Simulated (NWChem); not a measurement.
## Basis-set convergence for SSn

```xyz
2

Sn     0.0000     0.0000     0.5388
S      0.0000     0.0000    -1.6838
```
Charge 0, spin multiplicity 1.

The numbers come from NWChem runs, not from measurements. The geometry was optimised at PBE0/def2-SVP with def2 effective core potentials on Sn, a minimum by its harmonic frequencies.

Quantity: first vertical ionisation energy at the level G0W0@PBE.

Effective core potentials replace the inner electrons of Sn; spin-orbit coupling is left out. GW and range-separated runs recompute their integrals, the others keep them in memory, which bears on the times. The structure started from a generated list of species.

Relative cost: rough, from shared machines, SCF included, def2-SVP = 1.

```json
[
 {"basis": "def2-SVP", "functions": "44", "first vertical ionisation energy (eV)": "___", "relative cost": "1"},
 {"basis": "def2-SVPD", "functions": "59", "first vertical ionisation energy (eV)": "___", "relative cost": "under 3"},
 {"basis": "def2-TZVP", "functions": "87", "first vertical ionisation energy (eV)": "8.67", "relative cost": "4"},
 {"basis": "def2-TZVPP", "functions": "92", "first vertical ionisation energy (eV)": "8.69", "relative cost": "4"},
 {"basis": "def2-TZVPD", "functions": "102", "first vertical ionisation energy (eV)": "8.68", "relative cost": "5"},
 {"basis": "def2-QZVP", "functions": "152", "first vertical ionisation energy (eV)": "___", "relative cost": "30"}
]
```

**Question.** What belongs in the gaps?

**Answer.** 
- def2-SVP, first vertical ionisation energy (eV): 8.31
- def2-SVPD, first vertical ionisation energy (eV): 8.43
- def2-QZVP, first vertical ionisation energy (eV): 8.89
